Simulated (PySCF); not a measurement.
**Bond length, frequency and bond energy of LiZn⁺ by level of theory**

State: ¹Σ⁺ (singlet), closed shell. Set-up: PySCF, no relativity, basis sets Li 6-31G(d,p), Zn 6-31G(d,p). De refers to Li⁺ + Zn in their ground configurations, without counterpoise correction. A positive dipole points towards Zn; it is taken about the centre of mass and depends on that origin.

```
      Level  Re (Å)  ωe (cm⁻¹)  De (eV)  μ (D)  CPU s a point (SCF and correlation, without the integrals)
    RHF-MP2   2.506        360     1.05    n/a                                                        0.09
RHF-SCS-MP2   2.520        353     1.02    n/a                                                         n/a
   RHF-CCSD   2.530        346     0.97    n/a                                                         n/a
RHF-CCSD(T)   2.521        350     0.99    n/a                                                         1.7
        PBE   2.424        383     1.23  -6.54                                                        0.34
     revPBE   2.443        374     1.21  -6.53                                                        0.27
     r²SCAN   2.453        369     1.09  -6.61                                                        0.44
    r²SCANh   2.468        362     1.06  -6.65                                                        0.48
      B3LYP   2.452        365     1.11  -6.73                                                         0.4
       PBE0   2.473        358     1.11  -6.61                                                        0.84
      HSE06   2.465        362     1.12  -6.61                                                        0.96
```

The bond length runs from 2.424 Å (PBE) to 2.530 Å (RHF-CCSD). De spans 0.97 eV (RHF-CCSD, coupled cluster) to 1.23 eV (PBE, GGA).

Correlated steps freeze 5 core orbitals. Closed-shell solutions of metal pairs were not tested for spin polarisation, which can lower them a little. Correlated levels converge slowly with the basis: in double zeta they bind strong bonds too weakly, by up to about 1 eV, and carry superposition errors of some tenths. For an ion De counts to the pair picked by the measured ionisation energies or electron affinities, which need not be the lowest pair at this level.

The whole job (state search and all levels along the bond) took about 1.3 min on 1 thread of Oxide Virtual Turin-like (shared host), peak memory 0.54 GiB.
